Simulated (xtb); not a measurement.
C2H6AlF (SMILES [CH3][Al]([CH3])[F]), singlet, geometry from GFN2-xTB (such geometries of metal compounds can be far from the true shape); xtb 6.7.1 with GFN0-xTB.

xtb was given this input:
```
$ xtb mol.xyz --gfn 0 --acc 1000 --json

# file mol.xyz
10

Al    -0.01873622     0.01128456    -0.01949987
C      1.82868265    -0.13941676    -0.74158589
H      2.23712794    -1.14909666    -0.65766910
H      2.53495403     0.51967783    -0.23045799
H      1.84292245     0.13399660    -1.80155726
C     -0.74425394    -0.52313267     1.75297945
H     -1.55785866    -1.24709688     1.64474875
H     -1.17283915     0.33536843     2.27920618
H      0.00348516    -0.96852525     2.41114294
F     -1.12786591     0.68936370    -1.05114186
```

Task: What does xtb print? Leave out banner, timings and long lists.

Result: 
```
   ID    Z sym.   atoms
    1   13 Al     1
    2    6 C      2, 6
    3    1 H      3-5, 7-9
    4    9 F      10

           -------------------------------------------------
          |                Calculation Setup                |
           -------------------------------------------------

           -------------------------------------------------
          |                 G F N 0 - x T B                 |
           -------------------------------------------------

          ...................................................
          :                      SETUP                      :
          :.................................................:
          :  # basis functions                  34          :
          :  # atomic orbitals                  33          :
          :  # shells                           21          :
          :  # electrons                        24          :
          :  electronic temp.          300.0000000     K    :
          :  accuracy                 1000.0000000          :
          :  -> integral cutoff          0.2000000E+02      :
          :  -> integral neglect         0.1000000E-04      :
          ...................................................

         :::::::::::::::::::::::::::::::::::::::::::::::::::::
         ::                     SUMMARY                     ::
         :::::::::::::::::::::::::::::::::::::::::::::::::::::
         :: total energy             -12.765233804347 Eh    ::
         :: gradient norm              0.023022290544 Eh/a0 ::
         :: HOMO-LUMO gap              4.650668045096 eV    ::
         ::.................................................::
         :: H0 energy                -12.823305462243 Eh    ::
         :: repulsion energy           0.141246157965 Eh    ::
         :: electrostat energy        -0.081425871530 Eh    ::
         :: -> Gsolv                   0.000000000000 Eh    ::
         ::    -> Gsasa                0.000000000000 Eh    ::
         ::    -> Gshift               0.000000000000 Eh    ::
         :: dispersion energy         -0.001748628539 Eh    ::
         :: short-range corr.         -0.000000000000 Eh    ::
         :: add. restraining           0.000000000000 Eh    ::
         :: total charge              -0.000000000000 e     ::
         :::::::::::::::::::::::::::::::::::::::::::::::::::::

           -------------------------------------------------
          |                Property Printout                |
[...]
      -------------------------------------------------------------
                  HL-Gap            0.1709089 Eh            4.6507 eV
             Fermi-level            0.0000000 Eh            0.0000 eV

     #   Z          covCN         q      C6AA      α(0)
     1  13 Al       2.346     0.378   148.610    24.596
     2   6 C        3.609    -0.541    37.924     8.985
     3   1 H        0.924     0.156     1.350     1.817
     4   1 H        0.924     0.157     1.345     1.813
     5   1 H        0.924     0.169     1.269     1.762
     6   6 C        3.609    -0.539    37.882     8.980
     7   1 H        0.924     0.163     1.307     1.788
     8   1 H        0.924     0.163     1.307     1.788
     9   1 H        0.924     0.156     1.355     1.820
    10   9 F        0.672    -0.262    11.960     3.986

 Mol. C6AA /au·bohr⁶  :       1178.440473
 Mol. C8AA /au·bohr⁸  :      48580.328039
 Mol. α(0) /au        :         57.334813

Wiberg/Mayer (AO) data.
largest (>0.10) Wiberg bond orders for each atom

 ---------------------------------------------------------------------------
     #   Z sym  total        # sym  WBO       # sym  WBO       # sym  WBO
 ---------------------------------------------------------------------------
     1  13 Al   2.956 --     2 C    0.890     6 C    0.889    10 F    0.872
     2   6 C    3.773 --     3 H    0.932     5 H    0.932     4 H    0.930
                             1 Al   0.890
     3   1 H    0.984 --     2 C    0.932
     4   1 H    0.984 --     2 C    0.930
     5   1 H    0.983 --     2 C    0.932
     6   6 C    3.771 --     9 H    0.937     7 H    0.928     8 H    0.928
                             1 Al   0.889
     7   1 H    0.983 --     6 C    0.928
     8   1 H    0.983 --     6 C    0.928
     9   1 H    0.983 --     6 C    0.937
    10   9 F    0.926 --     1 Al   0.872
 ---------------------------------------------------------------------------

Topologies differ in total number of bonds
Writing topology from bond orders to xtbtopo.mol

 dipole moment from electron density (au)
     X       Y       Z
   0.6762  -0.4124   0.6269  total (Debye):    2.567

           -------------------------------------------------
          | TOTAL ENERGY              -12.765233804347 Eh   |
          | GRADIENT NORM               0.023022290544 Eh/α |
          | HOMO-LUMO GAP               4.650668045096 eV   |
           -------------------------------------------------

normal termination of xtb
```
